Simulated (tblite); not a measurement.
Species: C9H11OP.
SMILES with atom numbers: `[CH3:1][P@@:2]1(=[O:3])[CH2:4][CH2:5][c:6]2[cH:7][cH:8][cH:9][cH:10][c:11]21` (hydrogens: H12, H13, H14 on C1; H15, H16 on C4; H17, H18 on C5; H19 on C7; H20 on C8; H21 on C9; H22 on C10)

Structure optimised with GFN2-xTB, isolated species.

(1) Give the optimised bond lengths and angles.

Answers

(1) 
```tsv
bond	length (bohr)	order
C1–P2	3.467	single
P2=O3	2.773	double
P2–C4	3.488	single
C4–C5	2.890	single
C5–C6	2.844	single
C6–C7	2.615	aromatic
C7–C8	2.620	aromatic
C8–C9	2.619	aromatic
C9–C10	2.618	aromatic
C10–C11	2.612	aromatic
P2–C11	3.428	single
C6–C11	2.630	aromatic
C1–H12, C1–H13, C1–H14	2.055	single
C4–H15	2.066	single
C4–H16	2.060	single
C5–H17	2.064	single
C5–H18	2.068	single
C7–H19	2.043	single
C8–H20	2.041	single
C9–H21	2.041	single
C10–H22	2.041	single
```

Bonds in one row agree within 0.02 bohr and their mean is given. Orders are formal, as drawn. A selection of angles:
```tsv
angle	degrees
C1–P2–O3	113.2
C1–P2–C4	107.1
C1–P2–C11	106.7
O3–P2–C4	117.2
O3–P2–C11	118.4
C4–P2–C11	91.9
P2–C4–C5	106.1
C4–C5–C6	108.1
C5–C6–C7	125.1
C5–C6–C11	115.5
C7–C6–C11	119.3
C6–C7–C8	119.5
C7–C8–C9	120.8
C8–C9–C10	120.0
C9–C10–C11	119.0
P2–C11–C10	127.9
P2–C11–C6	110.7
C6–C11–C10	121.4
```

Dihedral angles: C1–P2–C4–C5 84° (synclinal); P2–C4–C5–C6 28° (synperiplanar); C4–C5–C6–C7 160° (antiperiplanar); C1–P2–C11–C10 87° (synclinal).

The 8 C–C bonds span 1.382 Å (C10–C11, aromatic) to 1.529 Å (C4–C5, drawn single), a spread of 0.147 Å. The 5-membered ring P2–C4–C5–C6–C11 has internal angles of 91.9° to 115.5° (sum 532°, against 540° for a flat polygon); it is puckered, 0.13 Å rms from its mean plane, widest ring torsion 28°. The 6-membered ring C6–C7–C8–C9–C10–C11 has internal angles of 119.0° to 121.4° (sum 720°, against 720° for a flat polygon); it is planar, 0.00 Å rms from its mean plane, widest ring torsion 1°. The C–P distances run from 1.814 Å (P2–C11, drawn single) to 1.846 Å (P2–C4, drawn single), a spread of 0.032 Å. P2 (phosphoryl phosphorus) has angles from 91.9° to 118.4°.

Point group: C1 (no symmetry element, even within 0.4 Å). Its GFN2-xTB frequencies are all real (lowest 80 cm⁻¹). One conformer, not necessarily the lowest. 2 starts were optimised and ended at 0.00 and 1.42 kcal/mol (GFN2-xTB); the lowest of these is shown.

All values are computed, not measured.
